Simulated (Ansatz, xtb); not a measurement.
## Relative energy of two isomers of CH7BGe

Structure X is `C[BH][GeH3]`, a singlet and structure Y is `B[CH2][GeH3]`, a singlet. Both are isolated molecules in the gas phase, relaxed with r2SCAN-D4/def2-SVP; each stands in its lowest conformer found.

X (Å):

```
atom    x (Å)    y (Å)    z (Å)
   C  -0.1234   0.7866   1.2732
   B   0.2430  -0.5197   0.5171
  Ge  -1.0271  -1.4669  -0.8053
   H  -0.5037   0.3957   2.2445
   H  -0.9391   1.3905   0.8490
   H   0.7348   1.4243   1.5383
   H   1.3089  -1.0534   0.7407
   H  -0.4508  -1.3464  -2.2323
   H  -2.4490  -0.8738  -0.8480
   H  -1.1576  -2.9767  -0.5279
```

Y (Å):

```yaml
atoms:
  - { symbol: C, position_ang: [0.3842, -0.0743, 0.3406] }
  - { symbol: B, position_ang: [-0.2978, 0.1777, 1.6920] }
  - { symbol: Ge, position_ang: [-1.0288, -1.0287, -0.6889] }
  - { symbol: H, position_ang: [0.6059, 0.8140, -0.2716] }
  - { symbol: H, position_ang: [1.2329, -0.7763, 0.3414] }
  - { symbol: H, position_ang: [-0.9684, 1.1704, 1.8692] }
  - { symbol: H, position_ang: [-0.2517, -0.6542, 2.5708] }
  - { symbol: H, position_ang: [-0.4486, -1.3310, -2.0783] }
  - { symbol: H, position_ang: [-2.2779, -0.1498, -0.8389] }
  - { symbol: H, position_ang: [-1.4074, -2.3455, 0.0025] }
```

Quicker runs give these differences E(Y) − E(X): GFN2-xTB −3.0 kcal/mol; HF/STO-3G −4.8 kcal/mol (at GFN2-xTB geometries); r2SCAN-D4/def2-SVP//GFN2-xTB −1.9 kcal/mol.

Question: Estimate E(Y) − E(X) at the level CCSD(T)/def2-TZVP.

Answer: Calculated at CCSD(T)/def2-TZVP: E(Y) − E(X) = −3.2 kcal/mol, so structure Y lies lower.

How the difference moves with the method:

| level | geometry | E(Y) − E(X) (kcal/mol) | departure from the last row (kcal/mol) | job, with rough time for the two |
| --- | --- | --- | --- | --- |
| GFN2-xTB | GFN2-xTB | −3.0 | +0.1 | optimisation, 0.2 s |
| HF/STO-3G | GFN2-xTB | −4.8 | −1.6 | single point, 0.3 s |
| r2SCAN-D4/def2-SVP//GFN2-xTB | GFN2-xTB | −1.9 | +1.3 | single point, 3 s |
| r2SCAN-D4/def2-SVP | r2SCAN-D4/def2-SVP | −0.6 | +2.5 | optimisation, 71 s |
| HF/def2-TZVP | r2SCAN-D4/def2-SVP | −3.0 | +0.2 | part of the CCSD(T) run |
| MP2/def2-TZVP | r2SCAN-D4/def2-SVP | −4.6 | −1.4 | part of the CCSD(T) run |
| CCSD(T)/def2-TZVP | r2SCAN-D4/def2-SVP | −3.2 |  | single point, 59 s |

As drawn, Y has 1 C–Ge, 1 B–H in place of 1 B–Ge, 1 C–H.

The levels shown agree on the order. The largest departure from CCSD(T)/def2-TZVP is that of r2SCAN-D4/def2-SVP, 2.5 kcal/mol.

With harmonic frequencies from r2SCAN-D4/def2-SVP (ideal gas, rigid rotor, one conformer each, 298.15 K, 1 atm): on the last row, ΔE + ΔZPE = −3.2, ΔH = −3.5, ΔG = −2.8 kcal/mol.

The correlated steps freeze 11 core orbitals; the filled d shell of Ge is correlated, in a basis made for valence electrons. Mirror images aren't counted in ΔG. Codes used: Ansatz 0.2.0, xtb 6.7.1; the last row on 2 threads of Arm Neoverse V1 on a shared host.
